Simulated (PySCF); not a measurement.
Computed IR spectrum (relative IR intensity) of a molecule C6H8. The structure is a stationary point at PBE-D3(BJ)/def2-SVP. One conformer was computed; it need not be the lowest. These are PBE-D3(BJ)/def2-SVP run with PySCF values and carry that method's errors. Frequencies are harmonic and unscaled.

ν (cm⁻¹): 122 (w), 133 (w), 290 (w), 299 (w), 473 (w), 793 (m), 876 (w), 903 (m), 990 (w), 994 (w), 1010 (w), 1020 (w), 1027 (m), 1058 (vw), 1165 (w), 1195 (m), 1361 (w), 1382 (w), 1393 (m), 1395 (m), 1437 (vw), 2293 (w), 2953 (vs), 3031 (m), 3035 (w), 3063 (m), 3067 (m), 3071 (m), 3172 (m) (against the strongest line: vs over 80 %, s over 45 %, m over 15 %, w over 4 %, vw less)

Task: Which structure fits?
A. CC#CC1CC1
B. C=C=CC(=C)C
C. C#CC(=C)CC
D. CC#C/C=C/C

Result: A, CC#CC1CC1
